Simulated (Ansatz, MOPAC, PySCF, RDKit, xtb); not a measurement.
Noncovalent pair: AsH3 (SMILES [AsH3]) (first 4 atoms) with H2Se (SMILES [SeH2]); geometry from B3LYP-D3(BJ)/def2-TZVP, rigid monomers moved along the line of their centres of mass till As1···Se5 is 3.36 Å.
(charge 0, multiplicity 1):
```xyz
7

As    -0.1887    -0.1176    -0.3551
H     -0.1534    -0.0902    -1.8806
H      1.3100     0.1333    -0.2509
H     -0.5074     1.3694    -0.2698
Se    -0.0466    -0.4812     2.9774
H     -1.4904    -0.5497     2.7152
H     -0.2771     0.0277     4.3392
```

```tsv
level	interaction energy (kJ/mol)	minus MP2/CBS(aug-cc-pVDZ, aug-cc-pVTZ) + ΔCCSD(T)/aug-cc-pVDZ	cost
UFF	7.9	9.6	-
PM7	6.3	8.1	-
GFN1-xTB	-14.6	-12.8	-
HF/STO-3G (no counterpoise)	8.5	10.3	-
HF/6-31G*	12.5	14.3	-
HF/6-31G* (no counterpoise)	12.2	13.9	-
HF/aug-cc-pVDZ	13.3	15.0	-
HF/aug-cc-pVTZ	13.0	14.7	-
PBE/def2-TZVPPD	0.3	2.0	×1
PBE-D3(BJ)/def2-TZVPPD	-4.9	-3.2	×1
PBE-D4/def2-TZVPPD	-5.3	-3.5	×1
B3LYP/6-31G* (no counterpoise)	5.0	6.7	-
PBE0-D3(BJ)/def2-TZVPPD	-4.3	-2.6	×1
PBE0-D4/def2-TZVPPD	-4.1	-2.3	×1
wB97X-V/def2-TZVPPD	-1.5	0.3	×3
wB97M-V/def2-TZVPPD	-2.1	-0.3	×3
MP2/6-31G*	4.8	6.5	-
SCS-MP2/aug-cc-pVDZ	3.9	5.6	-
SCS-MP2/aug-cc-pVTZ	0.9	2.7	-
MP2/CBS(aug-cc-pVDZ, aug-cc-pVTZ) + ΔCCSD(T)/aug-cc-pVDZ	-1.8	0.0	×6
```

 The comparison column counts from a level with limits of its own.

The rows run from -14.6 (GFN1-xTB) to 13.3 kJ/mol (HF/aug-cc-pVDZ). The dispersion term adds -5.2 in PBE-D3(BJ), -5.6 in PBE-D4. The 3 functionals in def2-TZVPPD without D3 or D4 span 2.3, from wB97M-V to PBE.

Interaction energies are E(AB) − E(A) − E(B) at the monomers' geometry in the complex; basis-set methods are counterpoise corrected. Rows marked so take none. RDKit's UFF carries no charges.

Correlated levels freeze the cores. Filled d and f shells under p-block atoms count as core. CBS(a, b) extrapolates the correlation energy as X⁻³ and adds the Hartree–Fock energy of set b. Rows in 6-31G*, STO-3G carry no dispersion term and start afresh at each structure (6-31G* with six Cartesian d functions); the Pople sets are all-electron and without relativity. MP2/6-31G* freezes PySCF's default core, which leaves 3d correlated. The state reached by PM7 isn't checked; PM7 holds dispersion and hydrogen-bond terms.

Codes used: Ansatz (Gaussian orbitals); MOPAC for PM7 (differences of heats of formation); PySCF for 6-31G* rows, STO-3G rows, the dispersion terms; RDKit for the force fields; xtb for the GFN methods. Values without a source in brackets are computed.

Costs are rough ratios of core time to PBE/def2-TZVPPD (about 10 s over the structures, on one shared machine); a dash marks a level with no comparable run of its own.

Ansatz is a first-principles code.
